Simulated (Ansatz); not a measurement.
`FC(F)(F)c1sc(-c2sc(-c3sc(-c4sc(C(F)(F)F)c5c4OCCO5)c4c3OCCO4)c3c2OCCO3)c2c1OCCO2`, 60 atoms. Hardware: 4 threads of AMD EPYC 7R13 on a shared host and a share (37 GiB) of an NVIDIA H100 80GB HBM3.

Single mean-field runs in def2-SVP are fitted with def2-universal-jkfit.

(1) How many basis functions does each of these Ansatz runs have, and roughly what does it cost? PBE0-D4/def2-SVP, charge 1 doublet at the geometry of the charge 0 singlet, energy; r2SCAN-D4/def2-SVP, charge 0 singlet, relaxation, 11 steps; PBE0-D4/def2-SVP, charge 0 singlet, energy and forces, from earlier orbitals; PBE-D4/def2-SVP, charge 0 singlet, energy and forces, from earlier orbitals; r2SCAN-D4/def2-SVP, charge 0 singlet, energy, from earlier orbitals; PBE-D4/def2-SVP, charge 0 triplet at the geometry of the charge 0 singlet, energy, from earlier orbitals; PBE0-D4/def2-SVP, charge -1 doublet at the geometry of the charge 0 singlet, energy; PBE-D4/def2-SVP, charge 1 doublet at the geometry of the charge 0 singlet, energy, from earlier orbitals; PBE-D4/def2-SVP, charge -1 doublet at the geometry of the charge 0 singlet, energy, from earlier orbitals; PBE0-D4/def2-SVP, charge 0 triplet at the geometry of the charge 0 singlet, energy.

## Answers

(1) Other jobs shared the machine, so times can vary by a factor of up to 3.

| run | functions | fitting or Cholesky vectors | wall time | peak host memory (GiB) |
| --- | --- | --- | --- | --- |
| PBE-D4/def2-SVP, charge -1 doublet at the geometry of the charge 0 singlet, energy, from earlier orbitals | 712 | 3828 | 8 s | 1.3 |
| r2SCAN-D4/def2-SVP, charge 0 singlet, energy, from earlier orbitals | 712 | 3828 | 8 s | 1.2 |
| PBE-D4/def2-SVP, charge 0 singlet, energy and forces, from earlier orbitals | 712 | 3828 | 8.5 s | 1.2 |
| PBE-D4/def2-SVP, charge 0 triplet at the geometry of the charge 0 singlet, energy, from earlier orbitals | 712 | 3828 | 11 s | 1.3 |
| PBE-D4/def2-SVP, charge 1 doublet at the geometry of the charge 0 singlet, energy, from earlier orbitals | 712 | 3828 | 13 s | 1.4 |
| PBE0-D4/def2-SVP, charge 0 singlet, energy and forces, from earlier orbitals | 712 | 3828 | 14 s | 2.4 |
| PBE0-D4/def2-SVP, charge -1 doublet at the geometry of the charge 0 singlet, energy | 712 | 3828 | 22 s | 1.4 |
| PBE0-D4/def2-SVP, charge 1 doublet at the geometry of the charge 0 singlet, energy | 712 | 3828 | 25 s | 1.4 |
| PBE0-D4/def2-SVP, charge 0 triplet at the geometry of the charge 0 singlet, energy | 712 | 3828 | 27 s | 1.5 |
| r2SCAN-D4/def2-SVP, charge 0 singlet, relaxation, 11 steps | 712 | 3828 | 68 s | 1.2 |
